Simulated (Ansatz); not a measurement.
`FC(F)(F)C1=CC(C(F)(F)F)=[O+][Al-]([F])([F])[O]1` and `FC(F)(F)C1=CC(C(F)(F)F)=[O+][Zn-]([Cl])[O]1` differ in one atom or group.

Ansatz, PBE0-D4/def2-TZVP geometries, multiplicity 1. 

Scalar relativity is left out up to krypton.

| property | `FC(F)(F)C1=CC(C(F)(F)F)=[O+][Al-]([F])([F])[O]1` |
| --- | --- |
| LUMO energy (ωB97M-V/def2-TZVPP) / eV | -1.70 |
| HOMO–LUMO gap (B3LYP/def2-TZVPP) / eV | 4.85 |
| size of the dipole moment (B3LYP/def2-TZVPP) / D | 3.71 |
| size of the dipole moment (ωB97M-V/def2-TZVPP) / D | 3.70 |
| HOMO energy (ωB97M-V/def2-TZVPP) / eV | -11.23 |
| LUMO energy (B3LYP/def2-TZVPP) / eV | -4.06 |

(1) Give the same properties after the change, and the shifts. (Best estimate.)

Results:

(1) The calculation gave: 
| property | `FC(F)(F)C1=CC(C(F)(F)F)=[O+][Zn-]([Cl])[O]1` | shift |
| --- | --- | --- |
| LUMO energy (ωB97M-V/def2-TZVPP) / eV | -1.28 | 0.42 |
| HOMO–LUMO gap (B3LYP/def2-TZVPP) / eV | 4.78 | -0.07 |
| size of the dipole moment (B3LYP/def2-TZVPP) / D | 2.65 | -1.06 |
| size of the dipole moment (ωB97M-V/def2-TZVPP) / D | 2.73 | -0.97 |
| HOMO energy (ωB97M-V/def2-TZVPP) / eV | -10.73 | 0.50 |
| LUMO energy (B3LYP/def2-TZVPP) / eV | -3.61 | 0.45 |

With PBE0 the HOMO rises by 0.50 eV and the LUMO rises by 0.45 eV, so the gap narrows by about 0.05 eV. PBE moves the HOMO by 0.65 eV and ωB97M-V by 0.50 eV. Dipoles are sizes alone; their direction can turn.

B3LYP here is the variant with VWN-RPA as its local correlation; programs differ in this.
